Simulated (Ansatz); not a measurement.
Two structures of Si2H6S2, closed shell, reached by relaxing down either side of one saddle point (PBE0-D4/def2-TZVP). Energies are electronic, without zero-point energy. Program: Ansatz 0.2.0. Basis: def2-TZVPP and def2-QZVPP. Cores are frozen in the correlated methods. Extrapolation: Hartree–Fock as exp(−7.88 √X), correlation as X^−2.97. First:

```xyz
10
angstrom
Si -0.2011 0.0613 -0.7444
S 1.2127 1.5879 -1.2463
S 0.4792 -1.9167 -1.1888
H 0.7366 -1.6616 -2.4837
H -1.3763 0.4279 -1.5763
Si -0.6850 0.0796 1.5430
H 2.1608 1.1390 -0.4058
H -1.3397 1.3684 1.8872
H 0.5917 -0.0380 2.2973
H -1.5790 -1.0481 1.9177
```

Second:

```xyz
10
angstrom
Si -0.5555 -0.5535 -0.6958
S 1.2945 1.0983 -1.2012
S 0.1324 -2.3237 -1.2225
H 1.4746 0.5151 -2.4007
H -1.4763 0.2550 -1.5541
Si -0.7469 0.0806 1.5549
H 2.2025 0.2942 -0.6190
H -1.1508 1.5089 1.6903
H 0.5769 -0.0990 2.2120
H -1.7513 -0.7760 2.2360
```

Question: Which bonds change from the first to the second?

Answer: Si₂H₆S₂ ([SiH3][SiH]([SH])[SH]) → Si₂H₄S ([SiH3][SiH][S]) + H₂S (still joined by a long Si–S bond); bonds formed: S2–H4; bonds broken: S3–H4; bonds weakened to dative contacts: Si1–S2.

Question: Give the saddle point's structure and its height above each. (An estimate is asked for; the value comes from the calculation.)

Answer: By the calculation: 37.81 kcal/mol above the first and 5.81 kcal/mol above the second (CCSD(T) at an estimated basis limit (MP2 extrapolated from triple and quadruple zeta, plus CCSD(T) − MP2 in triple zeta)).
```
atom    x (Å)    y (Å)    z (Å)
 Si1  -0.5157  -0.3383  -0.7624
  S2   1.2742   1.0472  -1.4811
  S3   0.3059  -2.0393  -1.4717
  H4   1.3184  -0.3370  -1.9502
  H5  -1.5787   0.3767  -1.5269
 Si6  -0.6946   0.0819   1.5361
  H7   2.0505   0.7182  -0.4334
  H8  -1.1494   1.4752   1.7976
  H9   0.6477  -0.1129   2.1481
 H10  -1.6582  -0.8719   2.1438
```

No T1 diagnostic of these runs exceeds 0.016.

Labels in which every atom is bracketed show which atoms are joined, not bond orders.

For scale, one of the runs: CCSD(T)/def2-TZVPP, 252 basis functions, launched by `ansatz run in.yaml --threads 4 --pin off --events-out ev --progress --plain --max-ram 9574MiB`. Hardware: 4 CPU threads of an Arm Neoverse V2, shared host. Wall time 67 s; peak host memory 4.6 GiB.
